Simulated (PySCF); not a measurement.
## Energy of Br (bromine, neutral) between two integer charges

The 4p beta orbital of [Ar] 3d10 4s2 4p5 is emptied in steps (occupation f), with all orbitals relaxed, ending at [Ar] 3d10 4s2 4p4. Computed with PySCF 2.14 in x2c-TZVPall (6s5p4d1f, 48 functions), with the spin-free X2C one-electron Hamiltonian (Gaussian nucleus). The exact energy is a straight line in f; departures are measured from the line between the end points of the same method.

Among UHF, LDA, PBE, PBE0, r2SCAN, LC-wPBE, BHandHLYP, CAM-B3LYP, r2SCAN0, which shows the largest delocalisation error (convex curve), and which is closest to linear?

Most convex: LDA (-1.152 eV at f = 0.5); closest to linear: LC-wPBE (-0.075 eV).

```
  f  UHF (eV)  LDA (eV)  PBE (eV)  PBE0 (eV)  r2SCAN (eV)  LC-wPBE (eV)  BHandHLYP (eV)  CAM-B3LYP (eV)  r2SCAN0 (eV)
  1     0.000     0.000     0.000      0.000        0.000         0.000           0.000           0.000         0.000
0.9     0.091    -0.412    -0.398     -0.279       -0.372        -0.028          -0.168          -0.164        -0.261
0.7     0.205    -0.965    -0.930     -0.649       -0.862        -0.064          -0.396          -0.386        -0.603
0.5     0.238    -1.152    -1.107     -0.772       -1.013        -0.075          -0.475          -0.462        -0.707
0.3     0.194    -0.971    -0.929     -0.646       -0.836        -0.060          -0.403          -0.391        -0.581
0.1     0.081    -0.417    -0.397     -0.276       -0.352        -0.024          -0.175          -0.169        -0.244
  0     0.000     0.000     0.000      0.000        0.000         0.000           0.000           0.000         0.000
```

```
   method  E(f=0) − E(f=1) (eV)  −ε at f=1 (eV)  −ε at f=0.5 (eV)
      UHF                10.722          11.743            10.689
      LDA                12.077           7.511            12.060
      PBE                11.785           7.364            11.787
     PBE0                11.798           8.702            11.808
   r2SCAN                11.865           7.715            11.942
  LC-wPBE                11.857          11.542            11.868
BHandHLYP                11.758           9.892            11.737
CAM-B3LYP                11.920          10.098            11.905
  r2SCAN0                11.846           8.935            11.910
```

Reference removal energy between the ground levels: 11.814 eV (measured; NIST Atomic Spectra Database, ionization energies). The calculation has no spin-orbit coupling. UHF lacks correlation.
